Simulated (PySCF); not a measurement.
Species: C2H14OSi4.
SMILES with atom numbers: `[CH3:1][CH2:2][O:3][Si@@H:4]([SiH3:5])[SiH2:6][SiH3:7]` (hydrogens: H8, H9, H10 on C1; H11, H12 on C2; H13 on Si4; H14, H15, H16 on Si5; H17, H18 on Si6; H19, H20, H21 on Si7)

Computed, not measured: core-valence-separated Tamm–Dancoff BHandHLYP/aug-pcX-1 (pcseg-1 on H, def2-SVPD on Si) in PySCF, non-relativistic, gas phase, PBE0-D3(BJ)/def2-SVP geometry.

Computed oxygen K-edge spectrum, Gaussian lines of 0.6 eV full width, highest printed point 100; it ends one width below the last computed root. The energies are unshifted.

photon energy (eV), absorption and a bar:
```
    531.2          0 
    531.3          1 
    531.4          4 #
    531.5          9 ##
    531.6         17 #####
    531.7         30 #########
    531.8         44 #############
    531.9         56 #################
    532.0         60 ##################
    532.1         56 #################
    532.2         45 #############
    532.3         31 #########
    532.4         18 #####
    532.5          9 ###
    532.6          4 #
    532.7          3 #
    532.8          4 #
    532.9          8 ##
    533.0         15 ####
    533.1         26 ########
    533.2         40 ############
    533.3         54 ################
    533.4         67 ####################
    533.5         77 #######################
    533.6         85 ##########################
    533.7         91 ###########################
    533.8         96 #############################
    533.9         99 ##############################
    534.0        100 ##############################
    534.1         98 #############################
```

Task: Assign the maxima to core holes.

Result: 2 maxima:
- 532.0 eV: O3 (silyl ether oxygen), 532.00 eV, f = 0.012, 100 % of the height at the exact maximum
- 534.0 eV: O3 (silyl ether oxygen), 534.13 eV, f = 0.012, 51 % of the height at the exact maximum; O3 (silyl ether oxygen), 533.75 eV, f = 0.010, 35 % of the height at the exact maximum

Further lines of some strength in the range: O3, 533.38 eV, f = 0.009; O3, 533.94 eV, f = 0.001.

Roots within 0.03 eV on the same or equivalent atoms count as one line; shares under 12 % aren't listed.

Vibrational structure and lifetime widths aren't in the curve. The ionisation threshold wasn't computed; near and above it a finite basis only mimics Rydberg series and continuum.

The values belong to the conformer `[CH3:1][CH2:2][O:3][Si@@H:4]([SiH3:5])[SiH2:6][SiH3:7]`: C1–C2–O3–Si4 173°, C2–O3–Si4–Si5 61°, O3–Si4–Si6–Si7 20°.
